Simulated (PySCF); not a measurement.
H3BOS, SMILES SBO, PBE0/def2-SVP optimised geometry.

```
6

B      0.44     0.22     0.00
H      1.64     0.22     0.00
O     -0.20     1.41     0.00
H     -1.16     1.36     0.00
S     -0.35    -1.41     0.00
H     -1.64    -1.02     0.00
```

Density from PBE0/def2-TZVP run with PySCF 2.14.0 at that geometry.

Minimum of the electron density along straight lines between bonded atoms, close to the bond critical point (lines longer than 1.1 times the sum of covalent radii, or with two minima, are not listed):

| bond | length / Å | ρ at the minimum / e bohr⁻³ | ∇²ρ there / e bohr⁻⁵ | position (fraction from the first atom) |
|---|---|---|---|---|
| B1–H2 | 1.206 | 0.185 | -0.42 | 0.44 |
| B1–O3 | 1.349 | 0.214 | 1.03 | 0.33 |
| O3–H4 | 0.963 | ? | -2.46 | 0.81 |
| B1–S5 | 1.811 | ? | -0.21 | 0.30 |
| S5–H6 | 1.354 | 0.210 | ? | 0.64 |

Question: Complete the blanks.

Answer: 
- O3–H4, ρ at the minimum / e bohr⁻³: 0.359
- B1–S5, ρ at the minimum / e bohr⁻³: 0.152
- S5–H6, ∇²ρ there / e bohr⁻⁵: -0.59
